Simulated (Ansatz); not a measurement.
Born–Oppenheimer molecular dynamics of C$_{2}$H$_{7}$ClOSi (12 atoms, charge 0, multiplicity 1). It starts from a relaxed structure.

All numbers below come from Ansatz 0.2.0, RKS PBE-D4/6-31G.

```yaml
ensemble: NVT, Langevin thermostat
time_step: 0.5 fs
steps_asked: 100
set_temperature: 700 K
friction: 0.02 /fs
seed: 113686
```

First frame:

```xyz
12
Properties=species:S:1:pos:R:3
Si 0.140 -0.128 0.131
Cl 0.367 0.070 2.325
C 1.832 0.098 -0.677
H 2.516 -0.690 -0.328
H 1.738 0.024 -1.773
H 2.255 1.080 -0.415
H -0.920 0.897 -0.227
O -0.395 -1.728 -0.266
C -1.671 -2.279 0.192
H -1.653 -2.450 1.282
H -2.516 -1.611 -0.059
H -1.799 -3.239 -0.328
```

Q: How far do the bonds stretch over the last three quarters of this one trajectory? (Pairs bonded in most of those frames.)

A: 
```json
{"bond": "Si1–Cl2", "mean (Å)": "2.203", "spread (Å)": "0.035", "shortest": "2.17", "longest": "2.30"}
{"bond": "Si1–C3", "mean (Å)": "1.902", "spread (Å)": "0.044", "shortest": "1.86", "longest": "1.98"}
{"bond": "Si1–H7", "mean (Å)": "1.519", "spread (Å)": "0.047", "shortest": "1.41", "longest": "1.60"}
{"bond": "Si1–O8", "mean (Å)": "1.769", "spread (Å)": "0.058", "shortest": "1.67", "longest": "1.86"}
{"bond": "C3–H4", "mean (Å)": "1.118", "spread (Å)": "0.048", "shortest": "1.03", "longest": "1.20"}
{"bond": "C3–H5", "mean (Å)": "1.112", "spread (Å)": "0.033", "shortest": "1.05", "longest": "1.16"}
{"bond": "C3–H6", "mean (Å)": "1.106", "spread (Å)": "0.037", "shortest": "1.03", "longest": "1.17"}
{"bond": "O8–C9", "mean (Å)": "1.455", "spread (Å)": "0.055", "shortest": "1.38", "longest": "1.54"}
{"bond": "C9–H10", "mean (Å)": "1.112", "spread (Å)": "0.042", "shortest": "1.04", "longest": "1.19"}
{"bond": "C9–H11", "mean (Å)": "1.111", "spread (Å)": "0.028", "shortest": "1.06", "longest": "1.16"}
{"bond": "C9–H12", "mean (Å)": "1.106", "spread (Å)": "0.035", "shortest": "1.04", "longest": "1.16"}
```

Mean temperature of the second half: 564 K. The mean temperature of the second half is 19 % below the set value. A run of 0.05 ps of so small a system gives no equilibrium averages. Limits of this set-up: no polarisation functions.

Time of the run: 6.4 min on 1 thread of Arm Neoverse V1 (shared host), peak memory 0.12 GiB.
